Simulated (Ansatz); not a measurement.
System: ReF₂, net charge 0, quartet state. The spin state was set by rule; other spins were not relaxed. SMILES: [F][Re][F]
Coordinates optimised at B3LYP-D3(BJ)/def2-TZVP (Ansatz, an electronic-structure program):
```
Re
F 1 1.8569
F 1 1.8569 2 180.00
```
Charge 0, spin multiplicity 4.

Wanted: vertical electron affinity (to the quintet state of charge -1; a negative value means that the extra electron is unbound and the number depends on the basis; each state is the SCF solution reached for its spin; the UHF <S^2> is 6.15 for the quintet (pure: 6.00) and 4.39 for the quartet (pure: 3.75)), in eV. Cores are frozen in the correlated levels unless marked. Open shells are spin-unrestricted. Spin-orbit coupling is left out. Frozen are the shells of the preceding noble gas and the d and f shells that filled before the atom's block. Past Kr the def2 sets carry scalar-relativistic core potentials. Anions need diffuse functions: def2-D sets add few.  The program attaches cautions to a run behind CCSD/def2-SVPD: other amplitudes. The program attaches cautions to a run behind CCSD(T)/def2-SVPD: other amplitudes.

| level | program | vertical electron affinity (eV) |
|---|---|---|
| PBE/def2-TZVPD | Ansatz | 1.87 |
| r2SCAN/def2-TZVPD | Ansatz | 1.94 |
| PBE0/def2-TZVPD | Ansatz | 2.07 |
| wB97M-V/def2-TZVPD | Ansatz | 2.03 |
| wB97X-V/def2-TZVPD | Ansatz | 1.90 |
| wB97X/def2-TZVPD | Ansatz | 2.01 |
| CCSD/def2-SVPD | Ansatz | 2.17 |
| CCSD(T)/def2-SVPD | Ansatz | 2.04 |
| CCSD(T)/def2-TZVPPD | Ansatz | 2.11 |
